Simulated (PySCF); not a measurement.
Core-level binding energies of `C[N](C)[GeH2][GeH2][GeH3]`

Compound: C₂H₁₃Ge₃N.
Numbering: `[CH3:1][N:2]([CH3:3])[GeH2:4][GeH2:5][GeH3:6]`

Computed with delta-SCF UKS SCAN, pcX-2 on the ionised atom, pcseg-1 elsewhere, spin-free X2C (PySCF). Vertical ΔSCF values, vacuum level as zero.

Problem. List the computed XPS lines with their assignment.

Solution. 
| atom(s) | environment | level | binding energy (eV) | count |
| --- | --- | --- | --- | --- |
| N2 | nitrogen bonded to 2 C and Ge | N 1s | 403.97 | 1 |
| C1/C3 | N-methyl carbon | C 1s | 291.30 | 2 |

Problem. Give the binding energy of N 1s of N2 (atom 2) in hartree and in kJ/mol.

Solution. 403.97 eV = 14.8456 Eh = 38977 kJ/mol.

Topologically equivalent atoms share the value of their first member; where this conformer doesn't relate them by symmetry, their own values could differ. No level of germanium is listed. The structure is a single PBE0-D3(BJ)/def2-SVP conformer in the gas phase; no vibrational or solvent corrections.

Shape of the structure used: `[CH3:1][N:2]([CH3:3])[GeH2:4][GeH2:5][GeH3:6]`: C1–N2–Ge4–Ge5 -69°, N2–Ge4–Ge5–Ge6 64°.
